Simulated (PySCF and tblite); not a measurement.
Results of a calculation; reference values are marked as such.
Barrier and rate of a ring inversion

System: C₅H₇BrF₂, numbered as in [F:1][C:2]1([F:3])[CH2:4][CH2:5][C@@H:6]([Br:7])[CH2:8]1.

Motion: inversion of the 5-membered ring (2–4–5–6–8). The path came from a restrained scan, a climbing-image band and a saddle search at GFN2-xTB; energies are PBE0/pcSseg-1 + D3(BJ)//GFN2-xTB, thermal terms GFN2-xTB. Rates follow Eyring's equation with the number of equivalent paths and no tunnelling. Run with tblite and PySCF.

| point | symmetry | E(GFN2) kcal/mol | E(DFT) kcal/mol | ZPE change kcal/mol | lowest mode cm⁻¹ | dipole D |
| --- | --- | --- | --- | --- | --- | --- |
| start (envelope) | C1 | 0.0 | 0.0 | 0.00 | 35 | 2.38 |
| saddle (envelope) | C1 | 2.8 | 2.9 | -0.05 | 60i | 3.00 |
| end (between envelope and twist) | C1 | 0.2 | 0.8 | 0.00 | 42 | 1.58 |

- Electronic barrier: 2.9 kcal/mol
- Barrier with zero-point energy: 2.9 kcal/mol
- ΔH‡ (298 K): 2.5 kcal/mol
- ΔS‡ (298 K, symmetry apart): -3.0 cal/(mol K)
- Paths: 1 equivalent path
- End point: a different minimum
- Mean lifetime of the start against this motion at 298 K: 46 ps
- Cost: 100 s on 1 thread of Arm Neoverse V1, shared host (rough), peak memory 1 GiB, launched as `OMP_NUM_THREADS=1 python ens_run.py task.json out`

| T/K | ΔG‡ kcal/mol | k s⁻¹ | ΔG kcal/mol | k back s⁻¹ |
| --- | --- | --- | --- | --- |
| 150 | 3.0 | 1.2×10⁸ | 0.7 | 1.3×10⁹ |
| 200 | 3.1 | 1.6×10⁹ | 0.7 | 8.8×10⁹ |
| 250 | 3.2 | 7.8×10⁹ | 0.6 | 2.8×10¹⁰ |
| 298 | 3.4 | 2.2×10¹⁰ | 0.6 | 6×10¹⁰ |
| 350 | 3.5 | 4.9×10¹⁰ | 0.6 | 1.1×10¹¹ |
| 400 | 3.6 | 8.6×10¹⁰ | 0.5 | 1.6×10¹¹ |
| 500 | 4.0 | 2×10¹¹ | 0.4 | 3×10¹¹ |

ΔG and ΔG‡ leave out symmetry numbers and mirror images; rates count paths: 1 out, 1 back.

Spin–orbit effects of heavy atoms on shieldings are missing.
